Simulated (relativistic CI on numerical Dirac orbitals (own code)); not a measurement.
Calculated at this level of theory: Dirac-Coulomb-Breit CI, KLI orbitals optimised for each configuration, model QED, unscaled Slater integrals (own radial code, finite nucleus).

Configurations in the expansion (outside the closed core [Ar] 3d10): 4s2 4p5, 4s 4p6, 4s2 4p4 4d, 4s 4p5 4d, 4s2 4p4 4f, 4s 4p5 4f, 4p6 4d, 4s2 4p4 5s, 4s 4p4 4d2, 4s2 4p4 5p, 4s2 4p3 4d 4f, 4p6 5s, 4s2 4p4 5d, 4s 4p5 5s, 4p6 4f, 4s 4p4 4d 5s, 4s 4p5 5p, 4s2 4p4 6s, 4s2 4p4 5f, 4s2 4p3 4f 5s, 4s2 4p4 6p, 4s2 4p4 5g, 4s2 4p4 6d, 4s 4p5 5d, 4s 4p4 5s2, 4p5 4d 4f, 4s2 4p4 7s, 4s2 4p4 6f, 4s2 4p3 4d2, 4s2 4p2 4d3, 4s 4p3 4d3, 4s2 4p2 4d2 4f, 4s 4p3 4d2 4f, 4s2 4p2 4d2 5s, 4p5 4d2, 4p4 4d3, 4p4 4d2 4f, 4p4 4d2 5s, 4s2 4p3 4d 5s, 4s 4p3 4d2 5s, 4s2 4p2 4d 4f 5s, 4s 4p3 4d 4f 5s, 4s2 4p2 4d 5s2, 4p5 4d 5s, 4p4 4d 4f 5s, 4p4 4d 5s2. Double excitations out of closed p, d and f shells are left out; levels of such configurations are missing from the list, as are those of other unlisted configurations, and high levels can miss mixing partners. These lack a partner that the ground configuration has and come out too high: 4s2 4p4 5p, 4s2 4p4 5d, 4s 4p5 5p, 4s2 4p4 6s, 4s2 4p4 5f.

At this charge energies of transitions that change n are usually good to better than 1 %, and those within a shell (Δn = 0) to a few per cent.

Outline of the computed level scheme of Rh XI. Lowest level of each configuration: 4s2 4p5 2P°_3/2 at 0.0000 eV; 4s 4p6 2S_1/2 at 36.5775 eV; 4s2 4p4 4d 4D_5/2 at 48.2914 eV; 4s 4p5 4d 4P°_1/2 at 83.9777 eV.

Some strong electric-dipole decays among the lowest 45 levels: 4s2 4p4 4d 2D_5/2 → 4s2 4p5 2P°_3/2 (3.4e+11 s⁻¹); 4s2 4p4 4d 2D_3/2 → 4s2 4p5 2P°_1/2 (3.2e+11 s⁻¹); 4s2 4p4 4d 2P_3/2 → 4s2 4p5 2P°_3/2 (2.7e+11 s⁻¹); 4s2 4p4 4d 2S_1/2 → 4s2 4p5 2P°_3/2 (2.6e+11 s⁻¹); 4s2 4p4 4d 2P_1/2 → 4s2 4p5 2P°_1/2 (2.2e+11 s⁻¹); 4s2 4p4 4d 2P_1/2 → 4s2 4p5 2P°_3/2 (3.2e+10 s⁻¹); 4s2 4p4 4d 2S_1/2 → 4s2 4p5 2P°_1/2 (3.0e+10 s⁻¹); 4s2 4p4 4d 2D_3/2 → 4s2 4p5 2P°_3/2 (8.6e+09 s⁻¹).

LS names give the leading component of a level, which can be under half, so a name can repeat, a term be missing and a line seem to break the LS rules.
